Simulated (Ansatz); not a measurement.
Ansatz (a quantum-chemistry and plane-wave program) input (PBE/LANL2DZ): The .json file is the Basis Set Exchange's LANL2DZ.

Ansatz 0.2 input:
```yaml
crystal:
  periodic: [false, false, false]
  atoms:
    - {symbol: Cd, position_ang: [-0.00000000, -0.00000000, -1.07497700]}
    - {symbol: Br, position_ang: [0.00000000, 0.00000000, 1.47425400]}
basis:
  gaussian:
    orbitals: LANL2DZ.json
hamiltonian:
  xc: {name: PBE}
magnetization: {spin_polarized: true, initial_magnetization: 1}
relax: {f_tol: 0.003, max_steps: 120}
```

Output:

```
Functional definition: PBE
integrals: 0.01 GiB planned
436 factors; integrals over basis functions are off by at most 1.1e-4 eV
mean field: 0.08 GiB planned
mean field evaluation 1: about -1671.8723 eV, gradient 1.0e1 eV
mean field evaluation 2: about -1665.2288 eV, gradient 2.8e1 eV
mean field evaluation 4: about -1673.0008 eV, gradient 8.0e-1 eV
mean field evaluation 8: about -1673.0054 eV, gradient 2.7e-3 eV
mean field evaluation 16: about -1670.0527 eV, gradient 4.9e-2 eV
mean field -1673.00543263 eV, -61.4818156452 hartree, gradient 5.9e-5 eV, S^2 0.751266; 3 other end points of the search recorded, 0 dependent functions left out
the calculation of the forces begins
reference -1673.00546389 eV, -61.4818167942 hartree; 10, 9 occupied and 16, 17 virtual orbitals, 436 factors
relax step   1: F+E_penalty+E_count = -1673.00543263 eV  Δ(F+E_penalty+E_count) = +0.000e0 eV  max|allowed force component| = 6.687e-1 eV/Å  Δτ_max = 0.0000 Å  (56 SCF iters, accepted)
these checks for a lower state are left out or cut short: starts, cluster_reference, orbital_swaps, neighbouring_geometries, increment
integrals: 0.01 GiB planned
436 factors; integrals over basis functions are off by at most 1.4e-4 eV
mean field: 0.08 GiB planned
mean field evaluation 32: about -1673.0338 eV, gradient 8.0e-6 eV
mean field -1673.03377627 eV, -61.4828572549 hartree, gradient 8.0e-6 eV, S^2 0.751409; 0 other end points of the search recorded, 0 dependent functions left out
the calculation of the forces begins
reference -1673.03380756 eV, -61.4828584048 hartree; 10, 9 occupied and 16, 17 virtual orbitals, 436 factors
relax step   2: F+E_penalty+E_count = -1673.03377627 eV  Δ(F+E_penalty+E_count) = -2.834e-2 eV  max|allowed force component| = 4.057e-2 eV/Å  Δτ_max = 0.0489 Å  (24 SCF iters, accepted)
these checks for a lower state are left out or cut short: starts, cluster_reference, orbital_swaps, neighbouring_geometries, increment
integrals: 0.01 GiB planned
436 factors; integrals over basis functions are off by at most 1.4e-4 eV
mean field: 0.08 GiB planned
mean field -1673.03391116 eV, -61.4828622121 hartree, gradient 1.4e-5 eV, S^2 0.751400; 0 other end points of the search recorded, 0 dependent functions left out
the calculation of the forces begins
reference -1673.03394245 eV, -61.4828633619 hartree; 10, 9 occupied and 16, 17 virtual orbitals, 436 factors
relax step   3: F+E_penalty+E_count = -1673.03391116 eV  Δ(F+E_penalty+E_count) = -1.349e-4 eV  max|allowed force component| = 7.502e-3 eV/Å  Δτ_max = 0.0028 Å  (20 SCF iters, accepted)
these checks for a lower state are left out or cut short: starts, cluster_reference, orbital_swaps, neighbouring_geometries, increment
integrals: 0.01 GiB planned
436 factors; integrals over basis functions are off by at most 1.4e-4 eV
mean field: 0.08 GiB planned
mean field -1673.03391586 eV, -61.4828623846 hartree, gradient 1.1e-5 eV, S^2 0.751397; 0 other end points of the search recorded, 0 dependent functions left out
the calculation of the forces begins
reference -1673.03394715 eV, -61.4828635344 hartree; 10, 9 occupied and 16, 17 virtual orbitals, 436 factors
relax step   4: F+E_penalty+E_count = -1673.03391586 eV  Δ(F+E_penalty+E_count) = -4.695e-6 eV  max|allowed force component| = 8.334e-5 eV/Å  Δτ_max = 0.0006 Å  (17 SCF iters, accepted)
integrals: 0.01 GiB planned
436 factors; integrals over basis functions are off by at most 1.4e-4 eV
mean field: 0.08 GiB planned
mean field evaluation 64: about -1670.3675 eV, gradient 5.1e-2 eV
mean field -1673.03391586 eV, -61.4828623846 hartree, gradient 1.1e-5 eV, S^2 0.751397; 4 other end points of the search recorded, 0 dependent functions left out
the calculation of the forces begins
reference -1673.03394715 eV, -61.4828635344 hartree; 10, 9 occupied and 16, 17 virtual orbitals, 436 factors
Total energy: -1673.03394715 eV, -61.4828635344 hartree
Atom 0 at    -0.000000    -0.000000    -1.120477 Å, force    -0.000000     0.000000     0.000083 eV/Å
Atom 1 at     0.000000     0.000000     1.519754 Å, force     0.000000    -0.000000    -0.000083 eV/Å
Dipole moment:    -0.000000     0.000000    -0.828632 e Å
```

The geometry given is a B3LYP-D3(BJ)/def2-TZVP minimum.
